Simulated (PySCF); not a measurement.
## Predicted spectroscopic data

Computational details: GFN2-xTB structure, shieldings: GIAO PBE0/pcSseg-1, in PySCF (isolated molecule, non-relativistic Hamiltonian, one conformer, averaged over atoms made equivalent by symmetry, fast rotation or ring inversion).

Scale: ¹H, ¹³C against TMS (reference shieldings calculated alike). Splittings of carbon signals by F and P are missing where no couplings were computed. Where no couplings were computed, multiplicities follow the n + 1 count of equivalent neighbours, and m marks all less simple cases (inequivalent or close neighbours, rings, F or P nearby). Acid and N–H amide carbonyl carbons lie up to 10 ppm further downfield in solution (hydrogen bonding). Shifts are as computed. Against solution values, carbons near 30 ppm lie about +3 ppm off and those near 130 ppm about +5 ppm. Of 1211 compounds with measured shifts, 218 miss one by over three times the rms of a fit or turn the order of signals round; such compounds aren't used in these exercises. Groups on amide-type nitrogens are kept apart (slow C–N rotation). OH and NH positions are gas-phase values without hydrogen bonding to other molecules.

Compound 1 (C₅H₇NO₂). ¹H NMR (500 MHz, computed): δ 6.32 (d, 1H), 5.55 (m, 1H), 4.78 (br, 1H), 4.72 (m, 1H), 4.66 (br, 1H), 4.43 (m, 1H), 3.65 (m, 1H). ¹³C{¹H} NMR (computed): δ 171.9, 156.4, 101.1, 72.4, 51.3. Structure: `NC(=O)[C@@H]1C=COC1`.

Compound 2 (C₃H₁₁NP₂Si). ¹H NMR (500 MHz, computed): δ 4.76 (m, 3H), 3.29 (s, 6H), 3.00 (m, 2H). ¹³C{¹H} NMR (computed): δ 212.5, 47.6. Structure: `CN(C)/C([SiH3])=P/P`.
